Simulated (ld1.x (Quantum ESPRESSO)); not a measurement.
# Reading a pseudo-wave (F (Z = 9))

Columns: radius, all-electron u(r) and pseudo u(r) of the 2s shell (level -29.93 eV) of fluorine in the configuration [He] 2s2 2p5; revPBE, scalar-relativistic, TM semilocal scheme, ld1.x (Quantum ESPRESSO) 7.5.

```csv
r (bohr),all-electron,pseudo
0.062,0.4196,-0.1134
0.125,0.4132,-0.2131
0.188,0.2207,-0.2886
0.250,-0.0273,-0.3485
0.312,-0.2735,-0.4196
0.375,-0.4940,-0.5301
0.438,-0.6745,-0.6764
0.500,-0.8110,-0.8110
0.562,-0.9095,-0.9095
0.625,-0.9755,-0.9755
0.688,-1.0125,-1.0125
0.750,-1.0261,-1.0261
0.812,-1.0219,-1.0219
0.875,-1.0036,-1.0036
0.938,-0.9747,-0.9747
1.000,-0.9390,-0.9390
1.062,-0.8982,-0.8982
1.125,-0.8535,-0.8535
1.188,-0.8070,-0.8070
1.250,-0.7606,-0.7606
1.312,-0.7144,-0.7144
1.375,-0.6683,-0.6683
1.438,-0.6235,-0.6235
1.500,-0.5810,-0.5810
1.562,-0.5405,-0.5405
1.625,-0.5013,-0.5013
```

Q: How many radial nodes do the two functions have?

A: The all-electron 2s function has n − l − 1 = 1; the pseudo-wave has 0, since the states of the same l below it are removed with the core.

Q: At about which radius was the pseudo-wave matched?

A: 0.50 bohr, where the columns begin to agree (steps of 0.06 bohr).

Q: Where does each function peak?

A: Outermost all-electron maximum near 0.75 bohr, pseudo maximum near 0.75 bohr (to the table’s step).

Q: Is the pseudo-wave norm-conserving?

A: Yes: the TM semilocal scheme keeps the norm inside the radius equal to the all-electron one, which fixes the energy derivative of the logarithmic derivative at the level.
